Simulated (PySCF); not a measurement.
BeClHS, SMILES [Be]([Cl])[SH]. Atoms are numbered in the order given.

```xyz
4

Be     0.0242    -0.0432     0.0000
Cl    -0.0042    -1.8514     0.0000
S      0.0777     1.8577     0.0000
H     -1.2676     1.9229     0.0000
```

Geometry: r2SCAN-D4/def2-TZVP. The values are those of a single conformer.

These are CAM-B3LYP/def2-TZVPD in PySCF values and carry that method's errors.

Mulliken values depend strongly on the basis, most of all with diffuse functions as here. ESP charges are fitted to the potential on shells at 1.4 to 2.0 van der Waals radii. Atomic charges (e):

| atom | ESP fit | IAO | Mulliken |
|---|---|---|---|
| Be1 | 0.44 | 1.46 | 0.05 |
| Cl2 | -0.25 | -0.77 | -0.04 |
| S3 | -0.33 | -0.79 | -0.12 |
| H4 | 0.14 | 0.10 | 0.12 |
